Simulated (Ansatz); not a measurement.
`[F][InH][Cl]` + H₂ → `[F][InH2]` + HCl at 600 K and 1 bar (hydrogenolysis of the In–Cl bond).

Program: Ansatz. Geometries: PBE0-D4/def2-TZVP. ΔE: electronic, gas phase. CCSD(T)/CBS adds triple-zeta CCSD(T) − MP2 to the extrapolated MP2 energy (def2 sets, frozen cores). This one scheme is used for every species. Elements past krypton have def2 core potentials. For In outer-core shells are correlated without core-valence functions, which leaves a few kJ/mol of doubt a bond.

```json
{"species": "`[F][InH][Cl]`", "CCSD(T)/CBS energy (Eh)": "-750.05448", "H − E (kJ/mol)": "58.6", "S (J/(mol·K))": "356.7"}
{"species": "H₂", "CCSD(T)/CBS energy (Eh)": "-1.17544", "H − E (kJ/mol)": "43.9", "S (J/(mol·K))": "150.8"}
{"species": "`[F][InH2]`", "CCSD(T)/CBS energy (Eh)": "-290.81142", "H − E (kJ/mol)": "65.6", "S (J/(mol·K))": "306.8"}
{"species": "HCl", "CCSD(T)/CBS energy (Eh)": "-460.38127", "H − E (kJ/mol)": "35.4", "S (J/(mol·K))": "207.2"}
```

H − E and S are ideal-gas, rigid-rotor, harmonic terms from PBE0-D4/def2-TZVP. The MP2-based limit puts H₂ 0.8 mEh under its directly extrapolated value; such offsets cancel only in part. 1 Eh = 2625.50 kJ/mol, R = 8.31446 J/(mol·K).

By hand: ΔE, ΔH, ΔS and ΔG.

ΔE = (-290.81142) + (-460.38127) − (-750.05448) − (-1.17544) = 0.03723 Eh = 97.7 kJ/mol. Δ(H − E) = 65.6 + 35.4 − 58.6 − 43.9 = -1.5, so ΔH = 96.2 kJ/mol. ΔS = 306.8 + 207.2 − 356.7 − 150.8 = 6.5 J/(mol·K). ΔG = 96.2 − 600 × (6.5)/1000 = 92.3 kJ/mol.

By hand: the equilibrium constant, and the temperature at which ΔG would vanish if ΔH and ΔS stayed fixed.

log₁₀ K = −ΔG/(RT ln 10) = -8.0. ΔG = 0 at ΔH/ΔS = 14800 K, far beyond where these terms or the molecules hold.

The number of gas molecules stays the same, so ΔS is small and ΔH decides. A doubt of 5 kJ/mol in ΔE shifts log₁₀ K by 0.4 here. These are equilibria of isolated gas molecules and say nothing of rates. Largest T1 diagnostic: 0.016 (customary marks: 0.02 for closed shells, 0.045 for open ones).
